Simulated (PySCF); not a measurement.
Potential energy curve for H₂S₂, SMILES SS. The S1–S3 bond (S1 also carries H; S3 carries H) is stretched with both fragments frozen at the PBE0/def2-TZVP optimised geometry.

Computed with: NEVPT2 = SC-NEVPT2 on CASSCF(2,2)/6-31G, all electrons correlated (PySCF); RHF/6-31G (PySCF); UCCSD(T) = CCSD(T) on UHF/6-31G, 10 core orbitals frozen in PySCF 2.14.0.

Energies relative to the lowest point of each curve near equilibrium, in kcal/mol:

```csv
R / Å,NEVPT2,RHF
1.54,235.3,222.3
1.64,145.6,134.1
1.83,51.6,43.4
1.97,19.8,14.1
2.10,5.7,2.5
2.18,1.7,0.0
2.52,4.1,9.9
2.79,13.7,27.1
3.35,28.6,62.7
3.64,32.0,77.4
4.53,34.7,106.6
7.10,35.1,131.8
```

Question: Estimate the UCCSD(T) values at these points.

Answer: 1.54: 235.1; 1.64: 145.7; 1.83: 52.0; 1.97: 20.1; 2.10: 6.0; 2.18: 1.8; 2.52: 3.9; 2.79: 13.5; 3.35: 29.2; 3.64: 32.2; 4.53: 33.7; 7.10: 34.1 (kcal/mol).

The restricted form behind RHF keeps the bonding electrons paired and can't separate into open-shell fragments. The unrestricted determinant behind UCCSD(T) is spin-contaminated at 2.40 to 7.10 Å (<S²> up to 1.0, against 0.00 for a pure singlet).
